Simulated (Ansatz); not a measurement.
`F[SiH](F)O[SiH3]` and `N#C[SiH](F)F` differ in one atom or group.

Ansatz, PBE0-D4/def2-TZVP geometries, multiplicity 1. Each molecule was computed in one conformer, which needn't be the lowest.

| property | `F[SiH](F)O[SiH3]` |
| --- | --- |
| size of the dipole moment (ωB97M-V/def2-TZVPP) / D | 1.45 |
| LUMO energy (ωB97M-V/def2-TZVPP) / eV | 1.63 |
| size of the dipole moment (PBE/def2-TZVPP) / D | 1.40 |
| LUMO energy (PBE0/def2-TZVPP) / eV | -0.07 |
| HOMO energy (B3LYP/def2-TZVPP) / eV | -9.27 |
| HOMO–LUMO gap (B3LYP/def2-TZVPP) / eV | 8.98 |

(1) What does the change do to each property? (An estimate is asked.)

Answers

(1) The calculation gave: 
```csv
property,`N#C[SiH](F)F`,shift
size of the dipole moment (ωB97M-V/def2-TZVPP) / D,2.56,1.11
LUMO energy (ωB97M-V/def2-TZVPP) / eV,0.71,-0.92
size of the dipole moment (PBE/def2-TZVPP) / D,2.47,1.07
LUMO energy (PBE0/def2-TZVPP) / eV,-1.40,-1.33
HOMO energy (B3LYP/def2-TZVPP) / eV,-10.38,-1.11
HOMO–LUMO gap (B3LYP/def2-TZVPP) / eV,8.75,-0.23
```

With PBE0 the HOMO falls by 1.17 eV and the LUMO falls by 1.33 eV, so the gap narrows by about 0.16 eV. PBE moves the HOMO by -1.02 eV and ωB97M-V by -1.20 eV. The zero-point energy changes by -57.4 kJ/mol with -9 modes. Dipoles are sizes alone; their direction can turn.

B3LYP here is the variant with VWN-RPA as its local correlation; programs differ in this.
